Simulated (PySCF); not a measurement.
BrH2O2Sb, SMILES [OH][Sb]([OH])[Br]. Heavy atoms are numbered as in [Sb:1]([Br:2])([OH:3])[OH:5]. Hydrogens are named by the atom that carries them.

Geometry: B3LYP-D3(BJ)/def2-SVP. The structure was generated by enumeration; whether it is a known compound was not checked. The def2 effective core potentials stand for the cores of Sb; spin–orbit coupling is left out. One conformer was computed; it need not be the lowest.

These are PBE/def2-TZVP (PySCF) values and carry that method's errors.

Atomic charges (e), one atom of each kind:

```csv
atom,Löwdin,Mulliken
Sb1,0.50,0.91
Br2,-0.10,-0.34
O3 (OH),-0.35,-0.60
H on O3,0.14,0.31
```
